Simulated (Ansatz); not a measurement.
Hf(OH)4 (HfO4H4), relaxed as a singlet with RKS PBE0-D4/def2-SVP in Ansatz, starting from the GFN2-xTB geometry. Force threshold 0.02 eV/Å.

In the def2 sets Hf takes a core potential; there is no spin–orbit coupling.

Start:

| atom | x (Å) | y (Å) | z (Å) |
| --- | --- | --- | --- |
| Hf1 | 0.002 | 0.000 | 0.000 |
| O2 | -1.830 | 0.023 | -0.392 |
| H3 | -2.083 | 0.870 | -0.778 |
| O4 | 0.056 | -0.754 | 1.714 |
| H5 | -0.835 | -0.870 | 2.065 |
| O6 | 0.533 | 1.758 | -0.369 |
| H7 | 1.357 | 1.768 | -0.868 |
| O8 | 1.243 | -1.028 | -0.954 |
| H9 | 1.556 | -1.767 | -0.418 |

Task: Estimate the energy that the relaxation releases and the steps that it takes.

Result: 1.37 eV, in 9 steps; 17 s on 4 threads of Arm Neoverse V2 on a shared host. No frequencies were taken in this run, so the end may be a saddle point.

Task: Does the start keep its bonding?

Result: By distances, no bond broke or formed. The bond that changes most is Hf1–O4, from 1.87 to 1.93 Å (atoms count from 1).

Task: Predict the relaxed structure.

Result: 
```tsv
atom	x (Å)	y (Å)	z (Å)
Hf1	0.000	0.000	0.000
O2	-1.728	0.173	-0.844
H3	-2.579	0.267	-1.262
O4	-0.237	-0.397	1.875
H5	-0.363	-0.595	2.799
O6	0.977	1.655	-0.190
H7	1.465	2.468	-0.289
O8	0.988	-1.430	-0.841
H9	1.477	-2.140	-1.247
```
Bond lengths: 4 × Hf–O 1.93 Å; 4 × H–O 0.95 Å.
